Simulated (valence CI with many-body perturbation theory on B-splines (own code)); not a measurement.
## Ti17+: calculated level list

Computed by relativistic CI+MBPT: three valence electrons over a frozen Dirac-Fock core [He], radial functions for each j: 11 s, 11 p, 10 d, 8 f, 5 g, 2 h, with the one-electron correlation potential Σ1 (screened to all orders), the two-electron term Σ2, the three-electron term Σ3, Breit, model QED; selected single and double excitations, second order for the rest, scaled by the run's own slope (own B-spline code, finite nucleus).

No measured levels were compared; by estimate levels of excited configurations hold to 0.05 to 0.15 % of their energy, terms of the ground configuration to about 0.5 %.

Levels 1 to 45 of 200, with energies above the lowest level, 2s2 2p 2P°_1/2. "Leading %" is the weight of the configuration and term that name the level; weights of strongly mixed levels are sums over their largest components and can fall short. In the jj column 3d3/2^4 stands for four electrons in 3d with j = 3/2. Lifetimes count E1, E2, E3, M1 and M2 decay at the calculated energies, and are blank where another channel may lead or the interval is too uncertain; long ones can be off by a factor of two.

| No. | Configuration | Term | J | E (× 10³ cm⁻¹) | Leading % | Lifetime | Leading jj |
| --- | --- | --- | --- | --- | --- | --- | --- |
| 1 | 2s2 2p | 2P° | 1/2 | 0.00 | 98 |  | 2s^2 2p1/2 (98 %) |
| 2 | 2s2 2p | 2P° | 3/2 | 56.26 | 97 | 624 μs | 2s^2 2p3/2 (97 %) |
| 3 | 2s 2p2 | 4P | 1/2 | 309.47 | 99 | 41.7 ns | 2s 2p1/2^2 (55 %) |
| 4 | 2s 2p2 | 4P | 3/2 | 332.95 | 100 | 340 ns | 2s 2p1/2 2p3/2 (92 %) |
| 5 | 2s 2p2 | 4P | 5/2 | 360.38 | 98 | 65.8 ns | 2s 2p3/2^2 (53 %) |
| 6 | 2s 2p2 | 2D | 3/2 | 556.05 | 98 | 163 ps | 2s 2p1/2 2p3/2 (76 %) |
| 7 | 2s 2p2 | 2D | 5/2 | 561.94 | 98 | 234 ps | 2s 2p1/2 2p3/2 (53 %) |
| 8 | 2s 2p2 | 2S | 1/2 | 674.12 | 53 | 39.4 ps | 2s 2p1/2^2 (45 %) |
| 9 | 2s 2p2 | 2P | 1/2 | 734.17 | 54 | 36.0 ps | 2s 2p3/2^2 (67 %) |
| 10 | 2s 2p2 | 2P | 3/2 | 747.48 | 98 | 28.1 ps | 2s 2p3/2^2 (68 %) |
| 11 | 2p3 | 4S° | 3/2 | 962.15 | 97 | 31.0 ps | 2p1/2 2p3/2^2 (49 %) |
| 12 | 2p3 | 2D° | 3/2 | 1079.0 | 91 | 74.7 ps | 2p1/2 2p3/2^2 (50 %) |
| 13 | 2p3 | 2D° | 5/2 | 1089.2 | 100 | 74.7 ps | 2p1/2 2p3/2^2 (100 %) |
| 14 | 2p3 | 2P° | 1/2 | 1209.3 | 97 | 33.8 ps | 2p1/2 2p3/2^2 (97 %) |
| 15 | 2p3 | 2P° | 3/2 | 1228.1 | 88 | 34.7 ps | 2p3/2^3 (77 %) |
| 16 | 2s2 3s | 2S | 1/2 | 5512.9 | 94 | 767 fs | 2s^2 3s (94 %) |
| 17 | 2s2 3p | 2P° | 1/2 | 5658.7 | 91 | 9.05 ps | 2s^2 3p1/2 (91 %) |
| 18 | 2s2 3p | 2P° | 3/2 | 5674.3 | 91 | 8.80 ps | 2s^2 3p3/2 (91 %) |
| 19 | 2s 2p 3s | 4P° | 1/2 | 5807.6 | 97 | 679 fs | 2s 2p1/2 3s (92 %) |
| 20 | 2s2 3d | 2D | 3/2 | 5809.1 | 95 | 112 fs | 2s^2 3d3/2 (95 %) |
| 21 | 2s2 3d | 2D | 5/2 | 5813.6 | 95 | 115 fs | 2s^2 3d5/2 (95 %) |
| 22 | 2s 2p 3s | 4P° | 3/2 | 5823.7 | 95 | 662 fs | 2s 2p1/2 3s (69 %) |
| 23 | 2s 2p 3s | 4P° | 5/2 | 5860.9 | 98 | 633 fs | 2s 2p3/2 3s (98 %) |
| 24 | 2s 2p 3s | 2P° | 1/2 | 5884.1 | 94 | 913 fs | 2s 2p1/2 3s (77 %) |
| 25 | 2s 2p 3s | 2P° | 3/2 | 5923.8 | 93 | 762 fs | 2s 2p3/2 3s (90 %) |
| 26 | 2s 2p 3p | 4D | 1/2 | 5936.8 | 74 | 1.14 ps | 2s 2p1/2 3p1/2 (95 %) |
| 27 | 2s 2p 3p | 4D | 3/2 | 5950.9 | 77 | 1.47 ps | 2s 2p1/2 3p1/2 (66 %) |
| 28 | 2s 2p 3p | 2P | 1/2 | 5972.9 | 68 | 338 fs | 2s 2p1/2 3p3/2 (54 %) |
| 29 | 2s 2p 3p | 2P | 3/2 | 5973.4 | 48 | 510 fs | 2s 2p1/2 3p3/2 (67 %) |
| 30 | 2s 2p 3p | 4D | 5/2 | 5976.0 | 95 | 100 ps | 2s 2p1/2 3p3/2 (56 %) |
| 31 | 2s 2p 3p | 4S | 3/2 | 6007.4 | 52 | 843 fs | 2s 2p1/2 3p3/2 (52 %) |
| 32 | 2s 2p 3p | 4P | 1/2 | 6007.5 | 95 | 7.82 ps | 2s 2p1/2 3p1/2 (61 %) |
| 33 | 2s 2p 3p | 4D | 7/2 | 6009.3 | 99 | 460 ps | 2s 2p3/2 3p3/2 (99 %) |
| 34 | 2s 2p 3p | 4P | 3/2 | 6031.9 | 48 | 579 fs | 2s 2p3/2 3p1/2 (72 %) |
| 35 | 2s 2p 3p | 2D | 3/2 | 6038.9 | 47 | 427 fs | 2s 2p3/2 3p3/2 (59 %) |
| 36 | 2s 2p 3p | 4P | 5/2 | 6042.0 | 81 | 1.63 ps | 2s 2p3/2 3p1/2 (55 %) |
| 37 | 2s 2p 3d | 4F° | 3/2 | 6069.6 | 93 | 1.79 ps | 2s 2p1/2 3d3/2 (90 %) |
| 38 | 2s 2p 3p | 2D | 5/2 | 6069.8 | 84 | 271 fs | 2s 2p3/2 3p3/2 (78 %) |
| 39 | 2s 2p 3d | 4F° | 5/2 | 6079.5 | 91 | 928 fs | 2s 2p1/2 3d3/2 (44 %) |
| 40 | 2s 2p 3d | 4F° | 7/2 | 6095.2 | 88 | 623 fs | 2s 2p1/2 3d5/2 (59 %) |
| 41 | 2s 2p 3p | 2S | 1/2 | 6100.8 | 92 | 225 fs | 2s 2p3/2 3p3/2 (73 %) |
| 42 | 2s 2p 3d | 4P° | 5/2 | 6113.7 | 42 | 120 fs | 2s 2p1/2 3d5/2 (76 %) |
| 43 | 2s 2p 3s | 2P° | 1/2 | 6116.2 | 87 | 323 fs | 2s 2p3/2 3s (65 %) |
| 44 | 2s 2p 3s | 2P° | 3/2 | 6117.2 | 50 | 168 fs | 2s 2p3/2 3s (37 %) |
| 45 | 2s 2p 3d | 4D° | 3/2 | 6118.5 | 40 | 131 fs | 2s 2p3/2 3s (33 %) |

Names give the largest LS component (configuration and term), which can be under half, so a name can repeat, a term be missing and a line seem to break the LS rules; names also repeat where a configuration has a term twice.

Where two levels of one J and parity lie close, their mixing, g and order are uncertain.

The ionisation energy to 2s2 1S_0 of the next ion comes out as 1220.4 eV (NIST: 1220.3 ± 0.5 eV (semi-empirical)). All 200 levels together are meant to be complete up to 8204.0 × 10³ cm⁻¹.
